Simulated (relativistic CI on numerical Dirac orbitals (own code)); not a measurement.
**What each ingredient does to the levels of N⁴⁺**

Base calculation: Dirac-Coulomb-Breit CI, KLI orbitals optimised for each configuration, QED by a radiative potential, valence Slater integrals scaled by 0.85, P86 correlation energy added to each configuration.

CI space (outside the closed core 1s2): 2s, 2p, 3s, 3p, 3d, 4s, 4p, 4f, 4d, 5s, 5p, 5g, 5f, 5d. Levels of other configurations are missing.

The lowest level and the first level of each name with at least 55 % of one term (blank where a level has no safe partner in the second run):

```tsv
Level	Base (cm⁻¹)	Shift (cm⁻¹)
2s 2S_1/2	0	0
2p 2P°_1/2	82558	-2749
2p 2P°_3/2	82806	-2749
3s 2S_1/2	455925	+4157
3p 2P°_1/2	477650	+3999
3p 2P°_3/2	477721	+3999
3d 2D_3/2	482527	+5937
3d 2D_5/2	482549	+5937
4s 2S_1/2	606064	+4820
4p 2P°_1/2	614907	+4752
4p 2P°_3/2	614936	+4752
4d 2D_3/2	617278	+5177
4d 2D_5/2	617288	+5177
4f 2F°_5/2	620165	+2734
4f 2F°_7/2	620170	+2734
5s 2S_1/2	673808	+4797
5p 2P°_1/2	678271	+4743
5p 2P°_3/2	678286	+4743
5d 2D_3/2	679589	+4836
5d 2D_5/2	679594	+4836
5f 2F°_5/2	681893	+2753
5g 2G_7/2	681895	+2795
```

At this charge configurations can still be misplaced by up to about 7 % of their energy. 16 of the 16 excited levels that our extract of the measured tables holds in this range could be paired (the sources list more); they are missed by 669 cm⁻¹ on average and 2106 at most, and levels without a partner can miss by more.

**Question.** One thing was changed in a second run, which moved the levels as shown. Which?
A. self-excluded LDA correlation estimate
B. QED terms removed
C. non-relativistic limit
D. Slater integrals left unscaled
E. configuration mixing switched off
F. Breit term removed

**Answer.** A. Self-excluded LDA correlation estimate. A correlation estimate moves all levels of a configuration together before mixing; mixed levels move by a weighted share.
